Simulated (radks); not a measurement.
All-electron atom: Sb8+ in [Kr] 4d7. All-electron calculation, scalar-relativistic Kohn-Sham, PBEsol, spin-polarised, spherical densities, finite nucleus; open shells are filled with parallel spins first (spin-orbit coupling, left out, can overturn this in heavy ions); Fermi nuclear charge, rms radius 4.6802 fm. Program: a radial shooting solver on a logarithmic mesh with Libxc functionals.

Normalised radial functions P(r) = r R(r), r in bohr:

r	4p up
0.002114	0.0041
0.002731	0.0065
0.003528	0.0102
0.004557	0.0160
0.005886	0.0250
0.007543	0.0382
0.009744	0.0586
0.01259	0.0886
0.01626	0.1313
0.021	0.1895
0.02713	0.2635
0.03505	0.3483
0.04527	0.4286
0.05848	0.4751
0.07554	0.4443
0.09758	0.2910
0.126	0.0001
0.1628	-0.3702
0.2103	-0.6650
0.2717	-0.6778
0.3509	-0.2872
0.4497	0.3745
0.5809	1.0209
0.7504	1.2798
0.9694	1.0664
1.252	0.6196
1.617	0.2437
2.089	0.0605
2.699	0.0084

4p up: eigenvalue -227.27 eV, 2 radial nodes at r = 0.126, 0.394 bohr, <r> = 0.823 bohr, 90 % of the charge inside 1.20 bohr.
